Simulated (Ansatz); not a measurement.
Input file for `C[Si](C)(Cl)Cl`:

```yaml
crystal:
  periodic: [false, false, false]
  atoms:
    - {symbol: C, position_ang: [-1.467869, 0.257201, 0.573451]}
    - {symbol: Si, position_ang: [0.057997, 0.400378, -0.463684]}
    - {symbol: C, position_ang: [1.415697, -0.766983, 0.003571]}
    - {symbol: Cl, position_ang: [-0.449923, 0.064359, -2.429673]}
    - {symbol: Cl, position_ang: [0.769913, 2.326344, -0.322747]}
    - {symbol: H, position_ang: [-1.233688, 0.459249, 1.621465]}
    - {symbol: H, position_ang: [-2.223196, 0.972423, 0.243270]}
    - {symbol: H, position_ang: [-1.885812, -0.749377, 0.495227]}
    - {symbol: H, position_ang: [1.726746, -0.591986, 1.036348]}
    - {symbol: H, position_ang: [2.280789, -0.627536, -0.647003]}
    - {symbol: H, position_ang: [1.074845, -1.800971, -0.089625]}
basis:
  gaussian: {orbitals: def2-TZVPP}
correlation: {method: ccsd_t}
output: {orbitals: {seedname: orbitals}}
```

```sh
$ ansatz run in.yaml --threads 4 --pin off --events-out ev --progress --plain --max-ram 10444MiB
```

Log, shortened:

```
Functional definition: HF
1565 factors; integrals over basis functions are off by at most 1.1e-3 eV
mean field evaluation 1: about -35027.9007 eV, gradient 3.4e1 eV
mean field evaluation 2: about -35028.1579 eV, gradient 3.4e1 eV
mean field evaluation 4: about -35031.1682 eV, gradient 3.0e0 eV
mean field evaluation 8: about -35031.2118 eV, gradient 1.6e-1 eV
mean field -35031.21191018 eV, -1287.3732926907 hartree, gradient 2.0e-6 eV, S^2 0.000000; 0 other end points of the search recorded, 0 dependent functions left out
17 core orbitals not correlated: weight in the atoms' cores, before any rotation towards them, 1.000 or more for the frozen orbitals, at most 0.000 for the correlated occupied ones
reference -35031.21191018 eV, -1287.3732926907 hartree; 16, 16 occupied and 239, 239 virtual orbitals, 1565 factors
second order -23.23122310 eV of doubles, -0.00000000 eV of singles
cycle   1  -24.36149148 eV  change    -1.1e0 eV  update   8.9e-2
cycle   2  -24.87465693 eV  change   -5.1e-1 eV  update   2.4e-2
cycle   3  -24.95299620 eV  change   -7.8e-2 eV  update   1.0e-2
cycle   4  -24.94765866 eV  change    5.3e-3 eV  update   2.1e-3
cycle   5  -24.94705692 eV  change    6.0e-4 eV  update   6.8e-4
cycle   6  -24.94702590 eV  change    3.1e-5 eV  update   1.6e-4
cycle   7  -24.94698122 eV  change    4.5e-5 eV  update   5.4e-5
cycle   8  -24.94698756 eV  change   -6.3e-6 eV  update   1.7e-5
perturbative correction -1.02721789 eV, -0.0377495613 hartree
Total energy: -35057.18611563 eV, -1288.3278271352 hartree
```

It took 3.9 min on 4 threads of an Arm Neoverse V1 on a shared host, with 6.7 GiB of host memory at the peak.

Correlation energy per correlated electron: -0.812 eV. T1 diagnostic: 0.0087.
